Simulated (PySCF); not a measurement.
C₇H₉O, SMILES Cc1ccc([OH2+])cc1, charge +1. Coordinates come from a PBE0-D3(BJ)/def2-SVP optimisation. The isomer is the one that the SMILES or the coordinates give; other isomers of the formula were not compared.

Computed equilibrium geometry at PBE0-D3(BJ)/def2-SVP (PySCF confirms it by a frequency run) as bond lengths and angles:
Atoms: C1 C2 C3 C4 C5 O6 C7 C8 H9 H10 H11 H12 H13 H14 H15 H16 H17. Bond lengths (Å): C1–C2 1.496, C1–H9 1.098, C1–H10 1.099, C1–H11 1.103, C2–C3 1.403, C2–C8 1.404, C3–C4 1.393, C3–H12 1.092, C4–C5 1.380, C4–H13 1.091, C5–O6 1.473, C5–C7 1.382, O6–H14 0.977, O6–H15 0.977, C7–C8 1.393, C7–H16 1.093, C8–H17 1.092. Bond angles (°): C2–C1–H9 111.7, C2–C1–H10 111.5, C2–C1–H11 110.1, H9–C1–H10 108.6, H9–C1–H11 107.5, H10–C1–H11 107.3, C1–C2–C3 120.7, C1–C2–C8 120.7, C3–C2–C8 118.6, C2–C3–C4 121.5, C2–C3–H12 119.7, C4–C3–H12 118.8, C3–C4–C5 116.6, C3–C4–H13 121.8, C5–C4–H13 121.6, C4–C5–O6 116.1, C4–C5–C7 125.2, O6–C5–C7 118.7, C5–O6–H14 115.0, C5–O6–H15 115.0, H14–O6–H15 110.8, C5–C7–C8 116.6, C5–C7–H16 122.5, C8–C7–H16 120.9, C2–C8–C7 121.5, C2–C8–H17 119.7, C7–C8–H17 118.8.
Charge +1, spin multiplicity 1.
